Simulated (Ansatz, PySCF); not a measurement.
Pair of molecules: H2S (SMILES S) (first 3 atoms) with HI (SMILES I); geometry from B3LYP-D3(BJ)/def2-TZVP, rigid monomers moved along the line of their centres of mass till S1···H5 is 2.23 Å.
(charge 0, multiplicity 1):
```xyz
5

S     -0.09462     0.07228     0.10212
H      0.05623     1.40178     0.21974
H     -1.39045     0.12643     0.45125
I      0.72859    -0.18241     3.86452
H      0.45088    -0.15822     2.25502
```

Counterpoise-corrected where a basis set is named; no monomer relaxation.

Cores are frozen in the correlated methods. Filled d and f shells under p-block atoms count as core. CBS(a, b) extrapolates the correlation energy as X⁻³ and adds the Hartree–Fock energy of set b.

The values were computed with Ansatz (Gaussian orbitals); PySCF for the dispersion terms.  In def2 rows elements past Kr take small-core potentials, without spin–orbit coupling.

Question: Predict the interaction energy from PBE-D3(BJ)/def2-TZVPPD.

Answer: -164 meV

Question: Give the interaction energy at the level B3LYP-D4/def2-TZVPPD.

Answer: -97 meV

Question: Estimate the interaction energy that CCSD(T)/CBS(def2-TZVPPD, def2-QZVPPD) returns for this input.

Answer: -49 meV

Ansatz is a program for electronic structure.
